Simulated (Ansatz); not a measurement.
Compare A (`O[SiH2]C[SiH2]S`) with its isomer B (`OC([SiH3])([SiH3])S`).

Program: Ansatz. Geometries: PBE0-D4/def2-TZVP. ΔE: electronic, gas phase. CBS: MP2 limit from def2 TZ/QZ plus the TZ coupled-cluster correction, frozen cores. DFT in def2-TZVPP. B3LYP here is the variant with VWN-RPA as its local correlation; programs differ in this. Each species was taken in one conformer, which may not be the lowest.

A:

```xyz
13

O     0.001    2.173    2.076
Si    0.333    1.549    0.587
C    -0.143   -0.252    0.440
Si    0.315   -1.060   -1.179
S    -0.076   -3.166   -1.209
H    -0.917    2.293    2.320
H    -0.380    2.316   -0.474
H     1.797    1.703    0.420
H    -1.226   -0.348    0.574
H     0.337   -0.810    1.251
H    -0.410   -0.392   -2.292
H     1.777   -0.973   -1.422
H    -1.408   -3.034   -1.091
```

B:

Z-matrix (Å, degrees):
```
C
Si 1 1.907
Si 1 1.896 2 111.3
O 1 1.423 2 109.5 3 118.1
S 1 1.810 2 107.0 3 -118.4
H 2 1.484 1 111.8 3 62.2
H 2 1.484 1 107.9 3 -59.0
H 2 1.488 1 107.6 3 -176.9
H 3 1.487 1 108.3 2 -171.5
H 3 1.484 1 108.4 2 -52.0
H 3 1.485 1 110.4 2 68.2
H 4 0.964 1 108.2 2 71.0
H 5 1.348 1 98.3 2 167.7
```

(1) Which is lower in electronic energy at CCSD(T)/CBS, and by how much? (An estimate is asked.)

(2) Give E(B) − E(A) in kJ/mol with HF/def2-TZVPP, ωB97M-V, PBE0-D4, r2SCAN-D4, PBE-D4, B3LYP, CCSD(T)/def2-TZVPP. (Estimate.)

Largest T1 diagnostic: 0.013.

Results:

(1) Ansatz gave: A, by 312.9 kJ/mol.

(2) Computed: HF/def2-TZVPP 336.1, ωB97M-V 308.6, PBE0-D4 303.7, r2SCAN-D4 310.5, PBE-D4 288.4, B3LYP 311.5, CCSD(T)/def2-TZVPP 309.5. None reverses the order clearly.

From PBE to PBE0 (25 % exact exchange), in def2-TZVPP and without D4, E(B) − E(A) moves by +14.4 kJ/mol. In def2-TZVPP, CCSD(T) changes the Hartree–Fock value by −26.7 kJ/mol (the triples alone add −6.5 kJ/mol) and MP2 by −16.8 kJ/mol.
